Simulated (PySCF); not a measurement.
C₄H₅, charge -1, singlet, geometry from GFN2-xTB (in this run its highest filled SCF level lies above zero, so its values depend strongly on the basis, on diffuse functions most of all). Base run: M062X/6-31G (PySCF).

PySCF was given this input:
```python
from pyscf import gto, scf, dft, solvent

mol = gto.Mole()
mol.atom = '''
    C    -0.01348128    1.18155902    0.44895058
    C     0.00640291   -1.09047136    0.32460397
    C     0.75400431    0.06221722   -0.26521490
    C    -0.75049844    0.04972316   -0.27751056
    H    -0.01520664    2.09591209   -0.26903994
    H    -0.00145211   -1.21255464    1.40980063
    H     0.01870869   -2.05397794   -0.20208349
    H     1.39180994   -0.01229614   -1.15053042
    H    -1.37242485   -0.03525157   -1.17312134
'''
mol.basis = '6-31g'
mol.charge = -1
mol.verbose = 4
mol.build()

mf = dft.RKS(mol)
mf.xc = 'm062x'
mf.kernel()
```

Variants of this job, named by their change:

```json
[
 {"change": "base", "ΔE vs base (kJ/mol)": "0.00", "HOMO-LUMO gap (eV)": "7.27"},
 {"change": "model = ddCOSMO; solvent = chloroform", "ΔE vs base (kJ/mol)": "(withheld)", "HOMO-LUMO gap (eV)": "(withheld)"},
 {"change": "model = IEF-PCM; solvent = chloroform; lebedev_order = 41", "ΔE vs base (kJ/mol)": "-223.2", "HOMO-LUMO gap (eV)": "8.09"},
 {"change": "model = C-PCM; solvent = chloroform", "ΔE vs base (kJ/mol)": "(withheld)", "HOMO-LUMO gap (eV)": "(withheld)"},
 {"change": "model = IEF-PCM; solvent = chloroform; lebedev_order = 11", "ΔE vs base (kJ/mol)": "-219.9", "HOMO-LUMO gap (eV)": "8.08"},
 {"change": "model = IEF-PCM; solvent = chloroform; vdw_scale = 1.4", "ΔE vs base (kJ/mol)": "-195.4", "HOMO-LUMO gap (eV)": "7.79"},
 {"change": "model = IEF-PCM; solvent = dichloromethane", "ΔE vs base (kJ/mol)": "-254.5", "HOMO-LUMO gap (eV)": "8.25"},
 {"change": "model = IEF-PCM; solvent = tetrahydrofuran", "ΔE vs base (kJ/mol)": "-247.3", "HOMO-LUMO gap (eV)": "8.21"},
 {"change": "model = IEF-PCM; solvent = dimethylsulfoxide", "ΔE vs base (kJ/mol)": "-283.8", "HOMO-LUMO gap (eV)": "8.42"},
 {"change": "model = IEF-PCM; solvent = chloroform; vdw_scale = 1.1", "ΔE vs base (kJ/mol)": "-238.3", "HOMO-LUMO gap (eV)": "8.30"},
 {"change": "model = IEF-PCM; solvent = chloroform; r_probe = 0.5", "ΔE vs base (kJ/mol)": "(withheld)", "HOMO-LUMO gap (eV)": "(withheld)"},
 {"change": "model = IEF-PCM; solvent = toluene", "ΔE vs base (kJ/mol)": "-160.7", "HOMO-LUMO gap (eV)": "7.81"}
]
```

Some entries are withheld; supply them.


- model = ddCOSMO; solvent = chloroform, ΔE vs base (kJ/mol): -217.4
- model = ddCOSMO; solvent = chloroform, HOMO-LUMO gap (eV): 8.07
- model = C-PCM; solvent = chloroform, ΔE vs base (kJ/mol): -226.8
- model = C-PCM; solvent = chloroform, HOMO-LUMO gap (eV): 8.17
- model = IEF-PCM; solvent = chloroform; r_probe = 0.5, ΔE vs base (kJ/mol): -183.4
- model = IEF-PCM; solvent = chloroform; r_probe = 0.5, HOMO-LUMO gap (eV): 7.70

The base is the gas phase, so ΔE is the electrostatic part of solvation at a fixed geometry, without cavity and dispersion terms.

The gas-phase anion may not be bound at this level, which the solvent then changes.
